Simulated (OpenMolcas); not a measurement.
**Multiconfigurational calculation on Rh5+**

Rh5+ among 4 point charges of -1.62 e arranged as a tetrahedron (Td), 2.17 Å from the ion.

Input:

```
&GATEWAY
Coord
1

Rh 0.0 0.0 0.0
Basis=ANO-RCC-VDZP
Group=NoSym
NoMove
AngMom=0.0 0.0 0.0
AMFI
XField
4 Angstrom 0
1.252850 1.252850 1.252850 -1.620000
1.252850 -1.252850 -1.252850 -1.620000
-1.252850 1.252850 -1.252850 -1.620000
-1.252850 -1.252850 1.252850 -1.620000
&SEWARD
* reference wave functions (RASSCF and RASSI steps not shown): 4 electrons in 5 orbitals (4d)
>>> COPY JOB001 $Project.JobIph
&CASPT2
Multistate=5 1 2 3 4 5
NoMult
Frozen=14
IPEA=0.25
Imaginary=0.1
MaxIter=60
WThr=0.0 0.3 0.05
PrWF=0.5
NoMix
>>> COPY JOB002 $Project.JobIph
&CASPT2
Multistate=45 1 2 3 4 5 6 7 8 9 10 11 12 13 14 15 16 17 18 19 20 21 22
23 24 25 26 27 28 29 30 31 32 33 34 35 36 37 38 39 40 41 42 43 44 45
NoMult
Frozen=14
IPEA=0.25
Imaginary=0.1
MaxIter=60
WThr=0.0 0.3 0.05
PrWF=0.5
NoMix
>>> COPY JOB003 $Project.JobIph
&CASPT2
Multistate=50 1 2 3 4 5 6 7 8 9 10 11 12 13 14 15 16 17 18 19 20 21 22
23 24 25 26 27 28 29 30 31 32 33 34 35 36 37 38 39 40 41 42 43 44 45 46
47 48 49 50
NoMult
Frozen=14
IPEA=0.25
Imaginary=0.1
MaxIter=60
WThr=0.0 0.3 0.05
PrWF=0.5
NoMix
```

Launched by
```bash
OMP_NUM_THREADS=1 MOLCAS_MEM=1689 MOLCAS_PROJECT=a pymolcas a.inp > a.log  # once for each step of the input, in one work folder
```

Output, cut to the results:

```
--- CASPT2 ---
Orbital specifications:
      -----------------------

      Symmetry species                           1
                                                 a
      Frozen orbitals                           14
      Inactive orbitals                          4
      Active orbitals                            5
      Secondary orbitals                        20
      Deleted orbitals                           0
      Number of basis functions                 43
Type of calculation                        SS-CASPT2
      Fock operator                              state-specific
      IPEA shift                                 0.25
      Real shift                                 0.00
      Imaginary shift                            0.10
      The input orbitals will be transformed to quasi-canonical
Reference energy:       -4782.5389569469
      E2 (Non-variational):      -0.2128094956
      Shift correction:          -0.0000804765
      E2 (Variational):          -0.2128899721
      Total energy:           -4782.7518469190
      Residual norm:              0.0000000384
      Reference weight:           0.96130
      Contributions to the CASPT2 correlation energy
      Active & Virtual Only:         -0.0289774320
      One Inactive Excited:          -0.1068412407
      Two Inactive Excited:          -0.0769908229
Reference energy:       -4782.5389569469
      E2 (Non-variational):      -0.2128030422
      Shift correction:          -0.0000804656
      E2 (Variational):          -0.2128835078
      Total energy:           -4782.7518404547
      Residual norm:              0.0000000384
      Reference weight:           0.96131
      Contributions to the CASPT2 correlation energy
      Active & Virtual Only:         -0.0289707531
      One Inactive Excited:          -0.1068362342
      Two Inactive Excited:          -0.0769960549
::    CASPT2 Root  1     Total energy:  -4782.75184692
::    CASPT2 Root  2     Total energy:  -4782.75184045
::    CASPT2 Root  3     Total energy:  -4782.75185735
::    CASPT2 Root  4     Total energy:  -4782.74516551
::    CASPT2 Root  5     Total energy:  -4782.74511237
--- CASPT2 ---
Orbital specifications:
      -----------------------

      Symmetry species                           1
                                                 a
      Frozen orbitals                           14
      Inactive orbitals                          4
      Active orbitals                            5
      Secondary orbitals                        20
      Deleted orbitals                           0
      Number of basis functions                 43
Type of calculation                        SS-CASPT2
      Fock operator                              state-specific
      IPEA shift                                 0.25
      Real shift                                 0.00
      Imaginary shift                            0.10
      The input orbitals will be transformed to quasi-canonical
Reference energy:       -4782.4437614855
      E2 (Non-variational):      -0.2142970258
      Shift correction:          -0.0000818555
      E2 (Variational):          -0.2143788813
      Total energy:           -4782.6581403667
      Residual norm:              0.0000007322
      Reference weight:           0.96099
      Contributions to the CASPT2 correlation energy
      Active & Virtual Only:         -0.0260100451
      One Inactive Excited:          -0.1148447777
      Two Inactive Excited:          -0.0734422030
Reference energy:       -4782.4437614855
      E2 (Non-variational):      -0.2143005793
      Shift correction:          -0.0000818782
      E2 (Variational):          -0.2143824575
      Total energy:           -4782.6581439430
      Residual norm:              0.0000007320
      Reference weight:           0.96099
      Contributions to the CASPT2 correlation energy
      Active & Virtual Only:         -0.0260114520
      One Inactive Excited:          -0.1148524689
      Two Inactive Excited:          -0.0734366584
::    CASPT2 Root  1     Total energy:  -4782.65814037
::    CASPT2 Root  2     Total energy:  -4782.65814394
::    CASPT2 Root  3     Total energy:  -4782.65779910
::    CASPT2 Root  4     Total energy:  -4782.65599142
::    CASPT2 Root  5     Total energy:  -4782.65613334
::    CASPT2 Root  6     Total energy:  -4782.65618552
::    CASPT2 Root  7     Total energy:  -4782.65425069
::    CASPT2 Root  8     Total energy:  -4782.65443636
::    CASPT2 Root  9     Total energy:  -4782.65444176
::    CASPT2 Root 10     Total energy:  -4782.65258078
::    CASPT2 Root 11     Total energy:  -4782.65275828
::    CASPT2 Root 12     Total energy:  -4782.65184046
::    CASPT2 Root 13     Total energy:  -4782.65177627
::    CASPT2 Root 14     Total energy:  -4782.65180791
::    CASPT2 Root 15     Total energy:  -4782.64717564
::    CASPT2 Root 16     Total energy:  -4782.64718313
::    CASPT2 Root 17     Total energy:  -4782.64685178
::    CASPT2 Root 18     Total energy:  -4782.64523233
::    CASPT2 Root 19     Total energy:  -4782.64581349
::    CASPT2 Root 20     Total energy:  -4782.64513809
::    CASPT2 Root 21     Total energy:  -4782.64468756
::    CASPT2 Root 22     Total energy:  -4782.64046267
::    CASPT2 Root 23     Total energy:  -4782.64047528
::    CASPT2 Root 24     Total energy:  -4782.64043335
::    CASPT2 Root 25     Total energy:  -4782.63663821
::    CASPT2 Root 26     Total energy:  -4782.63672326
::    CASPT2 Root 27     Total energy:  -4782.63360032
::    CASPT2 Root 28     Total energy:  -4782.63360045
::    CASPT2 Root 29     Total energy:  -4782.63384489
::    CASPT2 Root 30     Total energy:  -4782.63390797
--- CASPT2 ---
Orbital specifications:
      -----------------------

      Symmetry species                           1
                                                 a
      Frozen orbitals                           14
      Inactive orbitals                          4
      Active orbitals                            5
...
```

Spin-orbit levels above the lowest (labels of Td), with the averaged single-state CASPT2 energies on the diagonal:

```csv
E (cm-1),Degeneracy,Label,2S+1
0,1,A1,5
680,3,T1,5
1590,3,T2,5
2010,2,E,5
2840,3,T1,5
3370,3,T2,5
4180,1,A2,5
4830,3,T2,5
5050,2,E,5
5130,3,T1,5
5210,1,A1,5
19400,1,A1,3 (89 %)
21430,3,T1,3
21460,2,E,3
21540,1,A1,3
21770,3,T2,3
22600,3,T1,3
23040,3,T2,3
23240,3,T1,3
23290,2,E,3
```

Roots that are degenerate in the reference are averaged as groups; the widest CASPT2 spread within a group is 330 cm-1 (the 3-fold group of multiplicity 3 near 51100 cm-1 above the lowest state of its run). Shifts and gaps below about the spread of the groups concerned are not significant. An orbital triplet at a regular site is open to Jahn-Teller coupling, which can distort the site and quench the lowest spin-orbit gaps and is left out. Point charges give a weaker field than real ligands, and real ions of this kind are as a rule low spin; the high spin found here belongs to the model. The ground term spreads over less than 5000 cm-1, several times less than with real ligands, so orbital moments are less quenched and χT lies further from the spin-only value than at real sites. Free-ion shares, where given, are those of the reference states; single-state CASPT2 does not remix them. This is an electrostatic model: the charges have no orbitals. No measured value stands beside these numbers.

The CASPT2 steps took 9.4 s on 1 thread of Arm Neoverse V1, on a shared host; the integral step is not counted.
